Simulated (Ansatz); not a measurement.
aziridine (C2H5N), singlet, geometry from GFN2-xTB. Base run: PBE0/def2-SV(P) in Ansatz (a first-principles code).

Input for Ansatz:
Ansatz 0.2 input:
```yaml
crystal:
  periodic: [false, false, false]
  atoms:
    - {symbol: C, position_ang: [-0.04252334, -0.38733500, 0.73947652]}
    - {symbol: N, position_ang: [-0.01011255, 0.85146718, -0.00126732]}
    - {symbol: C, position_ang: [-0.05037456, -0.38962699, -0.73777732]}
    - {symbol: H, position_ang: [0.89670534, 1.30833644, -0.00679566]}
    - {symbol: H, position_ang: [-0.96703575, -0.57186181, 1.26898429]}
    - {symbol: H, position_ang: [-0.98045991, -0.57578070, -1.25685328]}
    - {symbol: H, position_ang: [0.84619301, -0.72763722, 1.25923727]}
    - {symbol: H, position_ang: [0.83277259, -0.73155502, -1.26589656]}
basis:
  gaussian:
    orbitals: def2-SV_P_.json
hamiltonian:
  xc: pbe0
```
The basis file holds def2-SV(P) in the JSON format of the Basis Set Exchange.

The bond that is stretched is that between atoms 5 and 1. A test that says stable can miss a lower solution.

The base run was repeated with changes; each row names its change, and settings that it needs were set with it.

```tsv
change	ΔE vs base (eV)	<S^2>	stability test says
base	0.00	0.000	minimum (restricted orbitals)
spin_polarized = on; lower_state_search = off	0.00	0.000	undecided (no full test)
spin_polarized = on; lower_state_search = standard	0.00	0.000	minimum
bond × 1.25	0.69	0.000	minimum (restricted orbitals)
spin_polarized = on; lower_state_search = off; bond × 1.25	0.69	0.000	undecided (no full test)
spin_polarized = on; lower_state_search = standard; bond × 1.25	0.69	0.000	minimum
bond × 1.5	1.95	0.000	minimum (restricted orbitals)
spin_polarized = on; lower_state_search = off; bond × 1.5	1.95	0.000	undecided (no full test)
spin_polarized = on; lower_state_search = standard; bond × 1.5	1.95	0.000	minimum
bond × 1.8	3.32	0.000	minimum (restricted orbitals)
spin_polarized = on; lower_state_search = off; bond × 1.8	3.32	0.000	undecided (no full test)
spin_polarized = on; lower_state_search = standard; bond × 1.8	3.32	0.000	minimum
bond × 2.2	4.69	0.000	minimum (restricted orbitals)
spin_polarized = on; lower_state_search = off; bond × 2.2	4.69	0.000	undecided (no full test)
spin_polarized = on; lower_state_search = standard; bond × 2.2	4.32	0.689	minimum
bond × 3.0	6.20	0.000	minimum (restricted orbitals)
spin_polarized = on; lower_state_search = off; bond × 3.0	6.20	0.000	undecided (no full test)
spin_polarized = on; lower_state_search = standard; bond × 3.0	4.66	0.982	minimum
```

Where a bond breaks into two radicals, a solution with restricted orbitals usually stops being the lowest and lies too high; an unrestricted one lies lower at the price of spin contamination, which <S^2> shows.
